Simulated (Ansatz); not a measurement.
Consider the formal exchange of groups at a Ga–C bond: `C[CH](C)[Ga]([CH3])[Cl]` + `C#N` → `[CH3][Ga]([Cl])[C]#N` + propane.

Calculated with Ansatz (gas phase, PBE0-D4/def2-TZVP geometries, no zero-point term in ΔE). CBS: MP2 limit from def2 TZ/QZ plus the TZ coupled-cluster correction, frozen cores. This one scheme is used for every species. DFT in def2-TZVPP. B3LYP here is the variant with VWN-RPA as its local correlation; programs differ in this. For Ga outer-core shells are correlated without core-valence functions, which leaves a few kJ/mol of doubt a bond. Scalar relativity is left out up to krypton. One conformer a species, not always the lowest.

| level | ΔE (kcal/mol) |
| --- | --- |
| revPBE-D4 | -13.5 |
| B3LYP | -17.8 |
| r2SCANh | -16.4 |
| HF/def2-QZVPP | -22.3 |

Q: What does CCSD(T)/CBS give? (Best estimate.)

A: Ansatz gave: -14.0 kcal/mol. The listed levels differ from it by 0.5, -3.8, -2.4, -8.3 kcal/mol.

Q: What do rigid-rotor, harmonic-oscillator terms from PBE0-D4/def2-TZVP frequencies (298.15 K, 1 bar) make of the CCSD(T)/CBS value? (An estimate is asked.)

A: Computed: ΔZPE = +1.3 kcal/mol, ΔH = -13.1 kcal/mol, ΔS = 12 J/(mol·K), ΔG = -14.0 kcal/mol. Modes under 50 cm⁻¹ make the entropy rough.

Largest T1 diagnostic among the species: 0.014.

From BLYP to BHLYP (50 % exact exchange), in def2-TZVPP and without D4, ΔE moves by −1.8 kcal/mol. Leaving LDA and LC-ωPBE aside and taking each functional with its dispersion term where it has one, the values, not all of them listed here, spread over 3.5 kcal/mol, from B97M-V to revPBE-D4. LDA lies +2.6 kcal/mol from PBE without D4.
